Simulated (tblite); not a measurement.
C6H8NOSi (doublet state).
Bonds: C1–Si2, Si2–C3, C3–C4 (aromatic), C4–C5 (aromatic), C5–C6 (aromatic), C6–C7, C7–N8 (double), C6–O9 (aromatic), C3–O9 (aromatic). Hydrogens: H10, H11, H12 on C1; H13, H14 on Si2; H15 on C4; H16 on C5; H17 on C7.
Bond orders are those of one Lewis drawing.

Computed with GFN2-xTB (tblite), gas phase: L-BFGS steps from a force-field or distance-geometry start until the largest atomic force falls under 0.01 eV/Å.

Step 0: E = -693.2461 eV
```
atom  x, y, z in Å  |  force x, y, z in eV/Å
C1      2.5982    1.0195    0.4900   -0.113   0.975   0.777
Si2     2.0137   -0.3861   -0.5626    0.668  -1.076  -0.462
C3      0.2048   -0.5826   -0.2167   -2.054   0.324   0.075
C4     -0.6050   -1.6308    0.1835   -0.033  -0.064   0.141
C5     -1.9355   -1.1629    0.2765    0.236  -0.359  -0.025
C6     -1.9002    0.1646   -0.1006    0.563   0.624  -0.192
C7     -2.8967    1.1735   -0.2201   -7.139  -1.983   1.752
N8     -4.2803    0.8484    0.0945    7.551   2.004  -1.791
O9     -0.6086    0.5181   -0.3923    0.306  -0.667   0.105
H10     2.4012    0.8324    1.5575    0.126   0.119  -0.391
H11     2.0724    1.9487    0.2209    0.248  -0.281   0.156
H12     3.6599    1.1886    0.3681    0.102   0.087   0.050
H13     2.2577   -0.1214   -1.9843   -0.091   0.000  -0.027
H14     2.7311   -1.6422   -0.1736   -0.353   0.342  -0.132
H15    -0.2639   -2.6325    0.4127   -0.112   0.344  -0.101
H16    -2.8180   -1.7169    0.5690    0.329   0.212  -0.116
H17    -2.6378    2.1936   -0.5325   -0.234  -0.601   0.181
```

Step 1: E = -694.4326 eV
```
atom  x, y, z in Å  |  force x, y, z in eV/Å
C1      2.5966    1.0334    0.5011    0.067   0.108   0.051
Si2     2.0233   -0.4015   -0.5692   -0.126  -0.361   0.048
C3      0.1755   -0.5779   -0.2156   -0.049  -0.006  -0.134
C4     -0.6054   -1.6318    0.1856   -0.263  -0.209   0.175
C5     -1.9321   -1.1680    0.2761    0.027   0.613  -0.227
C6     -1.8921    0.1735   -0.1034    0.120  -0.483   0.164
C7     -2.9987    1.1452   -0.1951    0.559   0.112  -0.066
N8     -4.1724    0.8771    0.0690    0.468   0.408  -0.202
O9     -0.6043    0.5086   -0.3908   -0.421   0.230  -0.035
H10     2.4030    0.8341    1.5520    0.051   0.090   0.006
H11     2.0759    1.9447    0.2231    0.050   0.077   0.078
H12     3.6613    1.1898    0.3688    0.039   0.124   0.092
H13     2.2564   -0.1214   -1.9847   -0.058   0.003  -0.103
H14     2.7260   -1.6373   -0.1754   -0.194   0.082  -0.058
H15    -0.2655   -2.6276    0.4113   -0.022   0.172  -0.063
H16    -2.8133   -1.7139    0.5673    0.176   0.131  -0.072
H17    -2.6411    2.1850   -0.5299   -0.423  -1.090   0.345
```

Task: Estimate the geometry and energy of step 2. (The exact step hangs on the optimiser's Hessian estimate; all steps are aligned on step 1, rigid shifts and turns removed.)

Result: E = -694.4706 eV, largest force 0.824 eV/Å
```
atom  x, y, z in Å  |  force x, y, z in eV/Å
C1      2.5975    1.0353    0.5021    0.032  -0.011  -0.031
Si2     2.0217   -0.4071   -0.5687   -0.121  -0.116   0.031
C3      0.1739   -0.5779   -0.2175   -0.191  -0.091  -0.067
C4     -0.6093   -1.6348    0.1881   -0.056   0.210   0.001
C5     -1.9316   -1.1593    0.2728   -0.147  -0.117   0.023
C6     -1.8902    0.1668   -0.1011    0.018   0.157  -0.006
C7     -2.9935    1.1460   -0.1953    0.816  -0.092  -0.062
N8     -4.1626    0.8838    0.0653   -0.071   0.251  -0.070
O9     -0.6102    0.5116   -0.3912   -0.159   0.058  -0.033
H10     2.4038    0.8355    1.5519    0.046   0.085   0.035
H11     2.0767    1.9457    0.2243    0.037   0.086   0.064
H12     3.6619    1.1916    0.3701    0.047   0.119   0.084
H13     2.2555   -0.1214   -1.9862   -0.065  -0.014  -0.050
H14     2.7231   -1.6360   -0.1763   -0.144  -0.014  -0.028
H15    -0.2658   -2.6250    0.4104   -0.009   0.027  -0.021
H16    -2.8106   -1.7119    0.5662    0.195   0.185  -0.090
H17    -2.6473    2.1690   -0.5249   -0.228  -0.723   0.218
```

The energy changes by -0.0380 eV. The first-order estimate −F·Δx gives -0.0540 eV and the mean of the old and new forces, exact on a quadratic surface, -0.0378 eV. The step makes an angle of 9° with the force vector and moves no atom by more than 0.018 Å.

The cost below is that of the whole relaxation. Hardware: one thread, Intel Xeon at 2.50 GHz (x86_64), shared host with 64 logical CPUs at a one-minute load of 62. Cost: 1.1 s wall.
